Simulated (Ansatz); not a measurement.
Ideal-gas functions of `F/C(Cl)=C\C(F)F` at 400 K and 1 bar, from an Ansatz frequency run at PBE0-D4/def2-TZVP.

Molar mass 130.5 g/mol, point group Cs (symmetry number 1), electronic degeneracy 1, moments of inertia 107.218, 513.606, 530.508 u Å². Harmonic wavenumbers (cm⁻¹, unscaled): 50, 110, 168, 296, 447, 452, 493, 583, 614, 844, 858, 1049, 1092, 1147, 1167, 1301, 1367, 1433, 1760, 3118, 3246.

Use S(trans) = R[1.5 ln M + 2.5 ln T − 1.1517]; rotational temperatures θ = 24.2544 K / I; S(rot) = R[ln(√π/σ · √(T³/θAθBθC)) + 1.5]; for each mode x = 1.438777 ν̃/T, S = R[x/(eˣ − 1) − ln(1 − e⁻ˣ)] and H = RT x/(eˣ − 1); 1 cm⁻¹ = 0.0119627 kJ/mol; R = 8.31446 J/(mol·K).

Q: By hand: the entropy, in J/(mol·K).

A: Translation 175.7. Rotation: θ = 0.2262, 0.0472, 0.0457 K, giving 123.7. Vibration, mode by mode: 22.59, 16.08, 12.63, 8.18, 5.21, 5.13, 4.56, 3.53, 3.23, 1.68, 1.62, 0.93, 0.82, 0.70, 0.66, 0.44, 0.36, 0.30, 0.11, 0.00, 0.00, in all 88.8. Electronic 0.0. Sum 388.2 J/(mol·K).

Q: By hand: H − E and G − E in kJ/mol, counted from the electronic energy.

A: Zero-point energy ½ × 21595 × 0.0119627 = 129.2; thermal vibration 18.2; translation, rotation and pV give 4 RT = 13.3. H − E = 160.7 kJ/mol, and G − E = 160.7 − 400 × 388.2/1000 = 5.4 kJ/mol.

Vibration gives 23 % of the entropy, 38.7 J/(mol·K) of it from the modes under 150 cm⁻¹: soft modes count most, and the harmonic formula is weakest for them. The sum counts one conformer and one mirror image; others add a mixing term.
